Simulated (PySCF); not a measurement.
## How the method changes the constants of NaHg⁻

State: ¹Σ⁺ (singlet), closed shell. Set-up: basis Na def2-SVPD, Hg def2-SVPD with ECP60; scalar-relativistic core potentials; PySCF 2.14. De refers to Na⁻ + Hg in their ground configurations, without counterpoise correction. A positive dipole points towards Hg; it is taken about the centre of mass and depends on that origin. Levels whose curve was spin-contaminated or gave no clean fit are not listed.

| Level | Re (Å) | ωe (cm⁻¹) | De (eV) | μ (D) | CPU s a point (SCF and correlation, without the integrals) |
| --- | --- | --- | --- | --- | --- |
| RHF-MP2 | 3.927 | 38.9 | n/a | n/a | 0.14 |
| RHF-SCS-MP2 | 4.297 | 27.5 | n/a | n/a | n/a |
| RHF-CCSD(T) | 4.196 | 28.4 | 0.080 | n/a | 4.2 |
| PBE | 3.824 | 48.1 | 0.226 | 14.55 | 0.45 |
| r²SCAN | 3.803 | 45.2 | n/a | 14.53 | 0.66 |
| B3LYP | 3.880 | 44.2 | 0.171 | 14.55 | 0.57 |
| PBE0 | 3.958 | 43.0 | 0.175 | 15.21 | 0.98 |
| B97-3 | 4.079 | 41.1 | 0.176 | 15.59 | 0.45 |
| M06-2X | 3.961 | 53.8 | 0.200 | 15.03 | 0.67 |

Task: Which functional lies closest to RHF-CCSD(T) in De, which farthest, and by how much do they differ from it?

Result: Closest is B3LYP (-31.6 pm in Re, +55.6 % in ωe, +0.09 eV in De against RHF-CCSD(T) in the same basis), farthest PBE (-37.2 pm in Re, +69.4 % in ωe, +0.15 eV in De). CCSD(T) converges more slowly with the basis than the functionals do and binds too weakly in this one, so the order can change at the basis-set limit.

Task: What does a quarter of exact exchange do here, going from PBE to PBE0?

Result: PBE0 less PBE: +13.4 pm in Re, -10.6 % in ωe, -0.05 eV in De. Exact exchange removes part of the self-interaction that spreads semilocal densities, and in most molecules shortens and stiffens the bond and lowers De; here Re and ωe go the other way.

Correlated steps freeze 1 core orbital. Closed-shell solutions of metal pairs were not tested for spin polarisation, which can lower them a little. The bond is weak. Basis-set superposition, not corrected here, can be much of De in a small basis, most of all at correlated wavefunction levels. Spin–orbit coupling is left out. For an ion De counts to the pair picked by the measured ionisation energies or electron affinities, which need not be the lowest pair at this level. The highest Kohn–Sham level is positive in this anion. Much of that is self-interaction error, but it also means that the finite basis helps to hold the extra electron.

The whole job (state search and all levels along the bond) took about 2 min on 1 thread of Oxide Virtual Turin-like (shared host), peak memory 0.68 GiB.
